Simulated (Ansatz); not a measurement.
Reaction (ligand exchange at the In–N bond): `O=C=[N][InH][Cl]` + ethylmethylamine → `CC[N](C)[InH][Cl]` + `N=C=O`

Computed with Ansatz on PBE0-D4/def2-TZVP structures; ΔE is electronic, products minus reactants. CBS: MP2 limit from def2 TZ/QZ plus the TZ coupled-cluster correction, frozen cores. This one scheme is used for every species. Functionals use def2-TZVPP. Elements past krypton have def2 core potentials. For In outer-core shells are correlated without core-valence functions, which leaves a few kJ/mol of doubt a bond. One conformer a species, not always the lowest.

```csv
level,ΔE (kJ/mol),difference from CCSD(T)/CBS
r2SCAN-D4,50.0,2.5
ωB97X-V,55.9,8.4
PBE0,57.7,10.2
HF/def2-TZVPP,91.0,43.5
CCSD/def2-TZVPP,56.6,9.1
HF/def2-QZVPP,91.0,43.5
MP2/def2-QZVPP,46.1,-1.4
HF/CBS(def2),90.9,43.4
MP2/CBS(def2),44.8,-2.7
CCSD/CBS(def2),53.5,6.0
CCSD(T)/CBS,47.5,0
```

Largest T1 diagnostic among the species: 0.018.

In def2-TZVPP, CCSD(T) changes the Hartree–Fock value by −40.4 kJ/mol (the triples alone add −6.0 kJ/mol) and MP2 by −43.1 kJ/mol. From PBE to PBE0 (25 % exact exchange), in def2-TZVPP and without D4, ΔE moves by +9.6 kJ/mol.
